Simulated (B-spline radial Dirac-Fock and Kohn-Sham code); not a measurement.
How the settings move the core levels of F⁴⁺

ΔSCF core binding energies without Breit or QED terms, calculated with a radial B-spline solver. Keys: rel is the Hamiltonian (dirac, or spin-free x2c and nr, where L3 and M5 stand for the whole 2p and 3d shells), method is hf or an exchange,correlation pair (spin-unpolarised, also for the hole states), nuc the nuclear model, radius_factor scales its radius, rmax is the box in bohr, h the logarithmic mesh step, order the B-spline order, points the quadrature points per cell, c_factor scales the speed of light, and damp, ndamp, maxit and tol steer the iteration. The run stops when the commutator error falls below 10·tol·max(1, Z/10), or the numerical noise floor, and the energy has settled to about 1e-8 Ha; the virial ratio is −V/T.

Base input:

```json
{"items": [{"Z": 9, "q": 4, "cfg": [[1, 0, 2], [2, 0, 2], [2, 1, 1]], "A": 19, "rrms": 2.8976, "do": "settings", "holes": ["K", "L3", "M5"],
  "settings": [{"rel": "dirac", "method": "hf", "nuc": "fermi", "radius_factor": 1.0, "rmax": 45.0, "h": 0.3, "order": 8, "points": 10, "c_factor": 1.0, "maxit": 60, "damp": 0.5, "ndamp": 3, "tol": 1e-08}]}]}
```

The ground state converged in 8 iterations, with total energy -92.22034 Ha, virial ratio 1.99797 and highest orbital energy -114.70 eV. ΔSCF binding energies: K (1s) 825.4 eV. Holes are computed only in closed shells, and unreliable hole states are left out.

Changes from the base run:

| changed setting | Δ total energy (Ha) | Δ K (eV) | iterations |
| --- | --- | --- | --- |
| c_factor = 10.0 | +0.09266 | -0.79 | 8 |
| nuc = "sphere"; rmax = 25.0; tol = 1e-06 | 0.00000 | 0.00 | 7 |
| method = "b88,lyp"; rmax = 25.0; order = 9 | -0.10428 | +11.06 | 8 |
| order = 9 | 0.00000 | 0.00 | 8 |
| radius_factor = 0.8 | -0.00001 | 0.00 | 8 |
| rel = "x2c" | ? | ? | ? |
| tol = 1e-06 | 0.00000 | 0.00 | 7 |

Question: What does the change rel = "x2c" do?

Answer: The total energy moves by +0.00497 Ha and the binding energies by K -0.12 eV; the run takes 8 iterations.
